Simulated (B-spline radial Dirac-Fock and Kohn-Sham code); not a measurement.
# Levels of muonic ²⁶Ne

Nucleus: ²⁶Ne, Fermi distribution (skin thickness 2.3 fm), rms radius 2.9251 fm (measured, Angeli and Marinova 2013).

The run's input, task.json:

```json
{"items": [{
  "Z": 10,
  "q": 0,
  "cfg": [[1, 0, 2], [2, 0, 2], [2, 1, 6]],
  "A": 26,
  "rrms": 2.9251,
  "do": "muonic",
  "nuclei": [[26, 26.000516, 2.9251, "measured", "fermi"]]
}]}
```

Run with: `python xray2_run.py task.json out`

Calculated with a radial finite-basis atomic code, using the Dirac equation of a negative muon with reduced mass in the field of a spherical finite nucleus, with the Uehling potential to all orders; nuclear polarisation, deformation, hyperfine structure, self-energy, higher-order vacuum polarisation, relativistic recoil and electron screening are left out.

```csv
level,binding (keV),"point nucleus, no QED (keV)",vacuum polarisation (keV),⟨r⟩ (fm)
1s1/2,277.9,280.5,1.431,38.9
2s1/2,69.83,70.14,0.186,154.7
2p1/2,70.26,70.14,0.124,128.0
2p3/2,70.17,70.05,0.123,128.2
3s1/2,31.07,31.16,0.052,347.6
3p1/2,31.20,31.16,0.032,320.5
3p3/2,31.17,31.14,0.032,320.8
3d3/2,31.15,31.14,0.017,269.5
3d5/2,31.14,31.13,0.017,269.6
4d3/2,17.52,17.51,0.007,539.3
4d5/2,17.52,17.51,0.007,539.4
4f5/2,17.51,17.51,0.003,462.4
4f7/2,17.51,17.51,0.003,462.5
5f5/2,11.21,11.21,0.001,809.3
5f7/2,11.21,11.21,0.001,809.4
5g7/2,11.21,11.21,0.000,706.7
5g9/2,11.21,11.20,0.000,706.8
6g7/2,7.782,7.781,0.000,1130.7
6g9/2,7.781,7.781,0.000,1130.8
6h9/2,7.781,7.781,0.000,1002.3
6h11/2,7.781,7.781,0.000,1002.4
```

Task: By how much does the finite nuclear size lower the 1s binding energy?

Result: By 3.967 keV, 1.41 % of the point-nucleus value (point value plus vacuum polarisation less the binding energy). The 1s orbit has ⟨r⟩ = 38.9 fm.
